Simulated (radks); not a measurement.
Charge is removed step by step from the 2p down level of the cobalt ion Co13+, starting from [He] 2s2 2p(up 3, down 3) 3s2 3p2. Calculated with a radial shooting solver on a logarithmic mesh with Libxc functionals: scalar-relativistic Kohn-Sham, LDA (Slater exchange, Perdew-Wang correlation), spin-polarised, spherical densities, finite nucleus; open shells are filled with parallel spins first; Fermi nuclear charge, rms radius 3.7875 fm.

removed (e)  E - E(0) (eV)  eigenvalue (eV)  E minus straight line (eV)
0                    0.000          -1163.7                       0.000
0.25                293.67          -1186.3                      -8.542
0.5                 593.02          -1209.1                     -11.404
0.75                898.08          -1232.0                      -8.564
1                   1208.9          -1254.9                       0.000

Removing the whole electron costs 1208.9 eV by Delta-SCF, against 1163.7 eV from minus the eigenvalue at the starting occupation. Slater's transition state (half an electron removed) gives 1209.1 eV. Integrating minus the eigenvalue over the occupation (Janak's theorem) gives 1209.2 eV. In this scalar-relativistic scheme the density is built from large components alone, so the theorem holds only approximately. The mean slope of the eigenvalue, de/dn, is 91.2 eV per electron.
